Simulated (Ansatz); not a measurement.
HAlClS, SMILES `[SH][Al-][Cl]` (excited triplet; H–S–Al–Cl torsion 85°) (charge -1, multiplicity 3). This triplet is an excited state, 1.71 eV above the relaxed singlet at the level frozen-core CCSD(T)/aug-cc-pVTZ // PBE0-D3(BJ)/def2-TZVPD (Ansatz, a program for electronic structure).

Calculation: Ansatz with frozen-core fic-MRCISD+Q@CASSCF(2e,2o)/aug-cc-pVTZ // PBE0-D3(BJ)/def2-TZVPD.

Ansatz 0.2 input:
```yaml
crystal:
  periodic: [false, false, false]
  atoms:
    - { symbol: S, position_ang: [-1.327815, 0.354011, 0.498427] }
    - { symbol: Al, position_ang: [0.720987, 0.778957, -0.374383] }
    - { symbol: Cl, position_ang: [2.388064, -0.553968, 0.238388] }
    - { symbol: H, position_ang: [-1.781237, -0.578999, -0.362432] }
basis:
  gaussian: { orbitals: aug-cc-pVTZ }
correlation:
  method: fic_mrcisd_q
  active_space: { window: { electrons: 2, orbitals: 2 } }
total_charge: -1
magnetization:
  spin_polarized: false
  initial_magnetization: 2
```

Output:

```
Functional definition: HF
995 factors; integrals over basis functions are off by at most 5.4e-4 eV
mean field evaluation 1: about -29920.7686 eV, gradient 1.6e1 eV
mean field evaluation 2: about -29920.7825 eV, gradient 1.6e1 eV
mean field evaluation 4: about -29923.5180 eV, gradient 3.0e0 eV
mean field evaluation 8: about -29923.8245 eV, gradient 7.3e-1 eV
mean field evaluation 16: about -29923.8656 eV, gradient 2.3e-6 eV
mean field evaluation 32: about -29923.6814 eV, gradient 1.9e0 eV
mean field -29923.86558591 eV, -1099.6817771576 hartree, gradient 3.2e-6 eV, S^2 2.000000; 2 other end points of the search recorded, 0 dependent functions left out
reference -29923.86558591 eV, -1099.6817771576 hartree; 25, 23 occupied and 148, 150 virtual orbitals, 995 factors
state -29923.86558591 eV, -1099.6817771576 hartree
contracted CI cycle   1: correlation 0.00000000 eV, 0.0000000000 hartree, residual 3.11e1 eV
contracted CI cycle   2: correlation -10.91887574 eV, -0.4012612822 hartree, residual 4.07e0 eV
contracted CI cycle   3: correlation -11.13488292 eV, -0.4091993998 hartree, residual 6.97e-1 eV
contracted CI cycle   4: correlation -11.14181154 eV, -0.4094540220 hartree, residual 1.64e-1 eV
contracted CI cycle   5: correlation -11.14224907 eV, -0.4094701009 hartree, residual 3.92e-2 eV
contracted CI cycle   6: correlation -11.14227169 eV, -0.4094709320 hartree, residual 9.64e-3 eV
contracted CI cycle   7: correlation -11.14227305 eV, -0.4094709821 hartree, residual 2.48e-3 eV
contracted CI cycle   8: correlation -11.14227314 eV, -0.4094709853 hartree, residual 6.79e-4 eV
state -29923.86558591 eV, -1099.6817771576 hartree; corrected -29936.77457039 eV, -1100.1561735872 hartree
Total energy: -29936.77457039 eV, -1100.1561735872 hartree
```
